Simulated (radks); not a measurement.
Question: The mean radii <r> (bohr) of the occupied orbitals of an atom or ion are listed with their occupations. All-electron calculation, scalar-relativistic Kohn-Sham, PBE, spin-unpolarised, spherical densities, point nucleus. Program: a radial shooting solver on a logarithmic mesh with Libxc functionals.

| orbital | occ. | <r> |
|---|---|---|
| 1s | 2 | 0.02558 |
| 2s | 2 | 0.1097 |
| 2p | 6 | 0.09614 |
| 3s | 2 | 0.2906 |
| 3p | 6 | 0.2882 |
| 3d | 10 | 0.2641 |
| 4s | 2 | 0.6377 |
| 4p | 6 | 0.6632 |
| 4d | 3 | 0.6947 |

Name the element and its charge.

Answer: Z = 56, barium, charge +17: Ba17+ in [Kr] 4d3. The 1s radius gives Z: for a bare nucleus <r> = (2 gamma + 1)/(2Z) with gamma = sqrt(1 - (Z/c)^2), 0.02523 bohr for Z = 56, and screening makes it slightly larger (0.02558 here). The occupations add up to 39, and the charge is Z minus that.
